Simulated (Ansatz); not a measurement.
A nudged elastic band was laid between two geometries of AlF2H + H4Si (9 atoms, charge 0, multiplicity 1).

These are results of Ansatz 0.2.0, RKS BHLYP/def2-SVP, not measurements.

```yaml
movable_images: 7
climbing_image: yes
spring: 5.0 eV/Å²
optimiser: quadratic models (default)
start_path: through a guess of the saddle point
force_threshold: 0.05 eV/Å
iteration_limit: 60
end_points: relaxed
```

Initial state:

```xyz
9
Properties=species:S:1:pos:R:3
Al -0.050 0.252 0.184
H 0.424 1.250 1.274
F 1.053 -0.598 -0.727
F -1.584 0.321 -0.424
Si 0.166 -2.744 1.105
H -0.258 -3.163 -0.238
H 1.626 -2.734 1.286
H -0.501 -3.538 2.157
H -0.334 -1.340 1.345
```

Final state:

```xyz
9
Properties=species:S:1:pos:R:3
Al -0.080 -0.663 -0.126
H 0.353 0.716 1.675
F 1.190 0.269 -0.633
F -1.592 -0.071 -0.441
Si 0.213 -2.901 0.755
H -0.282 -3.918 -0.204
H 1.640 -3.179 1.048
H -0.558 -3.042 2.017
H -0.342 0.494 1.871
```

Problem. Which bonds break or form, and what moves?

Solution. Bonds broken: Al1–H2, Si5–H9. Bonds formed: Al1–Si5, H2–H9. AlF2H + H4Si becomes AlF2H3Si + H2.

Problem. What energy profile does the band end with?

Solution. The run converged. The highest image is number 4 of 0 to 8, 2.14 eV above the first end and 1.72 eV above the last; the last end lies 0.41 eV above the first. Neighbouring images differ by up to 1.6 eV, so the band resolves the path poorly. A vibrational analysis at the climbing image gives one clearly imaginary mode, 1443i cm⁻¹: a first-order saddle point. The orbitals stay closed-shell, which can raise the energy where a bond breaks towards radicals; this wasn't checked here.

```json
{"image": "0", "path coordinate (Å)": "0.00", "energy (eV)": "0.00", "Al1–H2 (Å)": "1.55", "Si5–H9 (Å)": "1.51", "Al1–Si5 (Å)": "3.14"}
{"image": "1", "path coordinate (Å)": "0.65", "energy (eV)": "0.01", "Al1–H2 (Å)": "1.55", "Si5–H9 (Å)": "1.51", "Al1–Si5 (Å)": "3.14"}
{"image": "2", "path coordinate (Å)": "1.30", "energy (eV)": "0.05", "Al1–H2 (Å)": "1.55", "Si5–H9 (Å)": "1.50", "Al1–Si5 (Å)": "3.17"}
{"image": "3", "path coordinate (Å)": "1.95", "energy (eV)": "0.56", "Al1–H2 (Å)": "1.56", "Si5–H9 (Å)": "1.54", "Al1–Si5 (Å)": "2.94"}
{"image": "4", "path coordinate (Å)": "2.60", "energy (eV)": "2.14", "Al1–H2 (Å)": "1.71", "Si5–H9 (Å)": "1.96", "Al1–Si5 (Å)": "2.62"}
{"image": "5", "path coordinate (Å)": "3.21", "energy (eV)": "0.95", "Al1–H2 (Å)": "2.04", "Si5–H9 (Å)": "2.46", "Al1–Si5 (Å)": "2.42"}
{"image": "6", "path coordinate (Å)": "3.82", "energy (eV)": "0.49", "Al1–H2 (Å)": "2.28", "Si5–H9 (Å)": "2.96", "Al1–Si5 (Å)": "2.42"}
{"image": "7", "path coordinate (Å)": "4.43", "energy (eV)": "0.42", "Al1–H2 (Å)": "2.31", "Si5–H9 (Å)": "3.39", "Al1–Si5 (Å)": "2.42"}
{"image": "8", "path coordinate (Å)": "5.04", "energy (eV)": "0.41", "Al1–H2 (Å)": "2.31", "Si5–H9 (Å)": "3.62", "Al1–Si5 (Å)": "2.42"}
```

Problem. What is the geometry of the highest image?

Solution. 
```xyz
9
Properties=species:S:1:pos:R:3:forces:R:3
Al -0.099 -0.197 0.033 0.00 0.00 -0.01
H 0.276 0.374 1.598 0.00 0.00 0.00
F 1.127 0.089 -1.029 0.00 0.00 0.00
F -1.677 0.074 -0.349 0.00 0.00 0.00
Si 0.155 -2.608 1.019 0.00 0.00 0.00
H -0.206 -3.231 -0.283 0.00 0.00 0.00
H 1.521 -3.036 1.398 0.00 0.00 0.00
H -0.823 -3.036 2.045 0.00 0.00 0.00
H 0.267 -0.723 1.530 0.00 0.00 0.00
```

Time of the run: 6.1 min on 2 threads of Arm Neoverse V1, with other jobs on the host, peak memory 0.17 GiB.
